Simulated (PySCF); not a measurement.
An unknown is described by computed data only.

Formula: C8H12N; charge +1.

* Rotational structure: rotational constants A, B, C: 1.846, 1.711, 0.903 GHz [PBE0-D3(BJ)/def2-SVP]
* UV, strongest line: among the 10 lowest singlet transitions: S3 at 6.76 eV (183 nm, f = 0.672) [TDDFT PBE0/def2-SVPD]
* UV, first state: lowest singlet excitation: 5.19 eV (239 nm, f = 0.157) [TDDFT PBE0/def2-SVPD]
* NMR, other nuclei: isotropic shieldings of nuclei other than C and H, by class: 48 (1 N) ppm [GIAO CAM-B3LYP/pcSseg-1]
* 1H NMR: chemical shifts (computed TMS as zero) by class: 9.03 (1 H), 7.54 (2 H), 2.90 (3 H), 2.90 (6 H) ppm [GIAO CAM-B3LYP/pcSseg-1]
* Polarisability: 97.8 au [PBE0/def2-SVPD]
* 13C NMR: chemical shifts (computed TMS as zero) by class: 179.9 (1 C), 163.1 (2 C), 134.4 (2 C), 24.1 (1 C), 21.4 (2 C) ppm [GIAO CAM-B3LYP/pcSseg-1]
* Triplet: lowest triplet excitation (Tamm–Dancoff): 3.92 eV [TDA PBE0/def2-SVPD]

Gas-phase values; electronic properties from PySCF, density fitting. Levels stand in brackets. Isolated species at its PBE0-D3(BJ)/def2-SVP geometry, gas phase. NMR classes are plain means over equivalent atoms (diastereotopic ones count apart unless rotation or inversion swaps them), as if these changed places fast.

**Question.** Propose a structure and show how it fits.

**Answer.** Numbering: `[CH3:1][c:2]1[cH:3][c:4]([CH3:5])[nH+:6][c:7]([CH3:8])[cH:9]1`. 8 carbons fall into 5 classes; from least to most shielded: substituted aromatic carbon [C2] (179.9 ppm), substituted aromatic carbon [C4/C7] (163.1 ppm, 2 C, up to 2.4 ppm apart in this geometry), aromatic CH carbon [C3/C9] (134.4 ppm, 2 C), benzylic-type carbon [C1] (24.1 ppm), benzylic-type carbon [C5/C8] (21.4 ppm, 2 C). Hydrogen classes from least to most shielded: 1 H on a pyridinium-type nitrogen, N6 (9.03 ppm), 2 H on 2 aromatic CH carbons, C3/C9 (7.54 ppm), 3 H on a benzylic-type carbon, C1 (2.90 ppm), 6 H on 2 benzylic-type carbons, C5/C8 (2.90 ppm, a mean of values up to 1.1 ppm apart in this geometry). The other shieldings belong to: 48 ppm, pyridinium-type nitrogen [N6]. S1 is mainly HOMO→LUMO (weight 0.89); the largest Löwdin shares of the orbital it empties are 0.18 on each of 2 atoms of one kind (aromatic CH carbon), 0.18 on a substituted aromatic carbon and 0.16 on a substituted aromatic carbon, of the orbital it fills 0.24 on a substituted aromatic carbon, 0.17 on the pyridinium-type nitrogen, 0.15 on a substituted aromatic carbon and 0.14 on a substituted aromatic carbon. By its constants the optimised geometry is an asymmetric top. Structure: 2,4,6-trimethylpyridinium (`Cc1cc(C)[nH+]c(C)c1`). Computed isomers that give other values at the same levels: `CCc1cccc[n+]1C` (rotational constant A: 2.495 GHz; this holds for the one conformer computed); `C=C(CC#[N+]C)C1CC1` (rotational constant A: 2.404 GHz; this holds for the one conformer computed). The assignments are read from this structure; whether some other isomer fits the data as well wasn't checked.
